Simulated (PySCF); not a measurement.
How methods differ on the ionisation energy of Sc⁺

Sc⁺ [Ar] 3d1 4s1 (3D) → Sc²⁺ [Ar] 3d1 (2D), as a difference of total energies. Calculation: PySCF 2.14, in 6-31G* (5s4p2d1f, 34 functions); no relativity, point nucleus. Correlated levels: valence: [Ar] frozen. The calculations carry no spin-orbit coupling.

| method | ionisation energy (eV) | difference from reference (eV) |
| --- | --- | --- |
| UHF | 12.159 | -0.641 |
| PBE | 12.962 | +0.162 |
| MN15 | 12.424 | -0.376 |
| MP2 (valence) | 12.197 | -0.603 |
| SCS-MP2 (valence) | 12.172 | -0.628 |

Reference: 12.800 eV (measured; NIST Atomic Spectra Database, ionization energies).

These non-relativistic numbers lack the scalar-relativistic shift.

The reference lies between the lowest fine-structure levels, while these numbers refer to the centres of the terms.

Errors of the correlated levels include the incompleteness of this basis and the frozen core.
